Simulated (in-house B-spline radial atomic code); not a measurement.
Configurations of Ru III (Ru2+), with energies counted from [Kr] 4d6. Level of theory: scalar-relativistic (X2C) B97-1, spin-polarised, spherical fractional occupations, exact exchange averaged over the configuration, Fermi nucleus of rms radius 4.4809 fm; calculated with a B-spline radial code for spherical atoms. Shells without spins written out take the highest spin.

Occupations are held fixed; configurations that lie above the ionisation limit could autoionise.

```
            configuration  E - E(ref) (eV)  highest orbital  its <r> (bohr)
             [Kr] 4d5 5s1           3.7239            5s up           2.631
             [Kr] 4d5 5p1            9.947            5p up           3.137
[Ar] 3d10 4s2 4p5 4d6 5p1            53.31            5p up           3.108
[Ar] 3d10 4s2 4p5 4d6 5d1           60.684            5d up            4.59
```

Question: Order these further configurations by energy, lowest first.
A. [Kr] 4d5 5f1
B. [Ar] 3d10 4s2 4p5 4d7
C. [Ar] 3d10 4s2 4p5 4d6 5s1
D. [Kr] 4d5 4f1

Answer: D (20.408 eV), A (22.992 eV), B (42.772 eV), C (46.989 eV).
